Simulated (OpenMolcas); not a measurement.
An atom or ion with 68 electrons was computed by SS-CASPT2, IPEA 0.25 Eh, imaginary shift 0.1 Eh with spin-orbit coupling (OpenMolcas, ANO-RCC-VQZP, DKH2). The lowest levels that the run gave, each within 12 % of the measured value where one is at hand:

| J | Parity | E (cm⁻¹) | g |
| --- | --- | --- | --- |
| 6 | even | 0.0 | 1.166 |
| 4 | even | 4950 | 1.146 |
| 5 | even | 7080 | 1.033 |
| 4 | even | 10890 | 0.941 |
| 3 | even | 12370 | 1.084 |
| 2 | even | 13310 | 0.729 |
| 4 | even | 18590 | 0.963 |
| 2 | even | 26360 | 1.106 |
| 6 | even | 33760 | 1.001 |
| 1 | even | 34990 | 1.501 |
| 2 | even | 35920 | 1.332 |
| 0 | even | 36130 |  |

Problem. Which ion is it, and what are the configurations and terms?

Solution. neutral erbium (Z = 68, neutral; active space 12 electrons in 7 orbitals (4f)). J, parity and g give the terms where levels are pure, and mixed ones are named by the computed weights; the size of the splittings, set against known spectra of the 68-electron sequence, gives the charge. In order, with the measured energies in cm⁻¹ (NIST Handbook of Basic Atomic Spectroscopic Data): 4f¹² 6s² ³H₆, 4f¹² 6s² ³F₄ [65 %] (5035), 4f¹² 6s² ³H₅ (6958), 4f¹² 6s² ³H₄ [62 %] (10751), 4f¹² 6s² ³F₃ (12378), 4f¹² 6s² ³F₂ (13098), 4f¹² 6s² ¹G₄ [60 %], 4f¹² 6s² ¹D₂ [54 %], 4f¹² 6s² ¹I₆, 4f¹² 6s² ³P₁, 4f¹² 6s² ³P₂ [68 %], 4f¹² 6s² ³P₀.

Term energies are means over components that CASPT2 splits; among the terms shown or strongly mixed into the levels shown the widest spread is 1400 cm-1 (4f¹² 6s² ¹I). Some high roots are left out of the spin-orbit mixing, which shifts the levels that they would mix with. With the s shell closed, the reference lacks s² → p² mixing. The CASPT2 spread within a term exceeds the gap to the next term for 4f¹² 6s² ¹I and 4f¹² 6s² ³P, so the order of their levels is uncertain. Computed and measured levels are paired by configuration, term and J; levels that our copy of the source lacks, or whose pairing is in doubt (as where it misses far off the trend of its configuration), stay unpaired and out of the deviations. Levels of configurations outside the active space are missing.

A share in square brackets marks a mixed level and gives the weight of the term that names it.
